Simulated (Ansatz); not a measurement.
One change: `C#[C][ZnH]` becomes `C#CO`.

Ansatz, PBE0-D4/def2-TZVP geometries, multiplicity 1. Each molecule was computed in one conformer, which needn't be the lowest.

Scalar relativity is left out up to krypton.

```
                                      property  `C#[C][ZnH]`
size of the dipole moment (PBE/def2-TZVPP) / D          0.12
       HOMO–LUMO gap (ωB97M-V/def2-TZVPP) / eV         10.90
            LUMO energy (PBE0/def2-TZVPP) / eV         -0.90
           HOMO–LUMO gap (PBE/def2-TZVPP) / eV          5.17
             LUMO energy (PBE/def2-TZVPP) / eV         -1.69
         HOMO–LUMO gap (B3LYP/def2-TZVPP) / eV          6.61
```

Give the same properties after the change, and the shifts. (Estimate.)

Computed: 
```csv
property,`C#CO`,shift
size of the dipole moment (PBE/def2-TZVPP) / D,1.75,1.63
HOMO–LUMO gap (ωB97M-V/def2-TZVPP) / eV,11.48,0.58
LUMO energy (PBE0/def2-TZVPP) / eV,0.41,1.31
HOMO–LUMO gap (PBE/def2-TZVPP) / eV,5.43,0.26
LUMO energy (PBE/def2-TZVPP) / eV,-0.54,1.15
HOMO–LUMO gap (B3LYP/def2-TZVPP) / eV,7.04,0.43
```

With PBE0 the HOMO rises by 0.74 eV and the LUMO rises by 1.31 eV, so the gap widens by about 0.57 eV. PBE moves the HOMO by 0.90 eV and ωB97M-V by 0.72 eV. Dipoles are sizes alone; their direction can turn.

B3LYP here is the variant with VWN-RPA as its local correlation; programs differ in this.
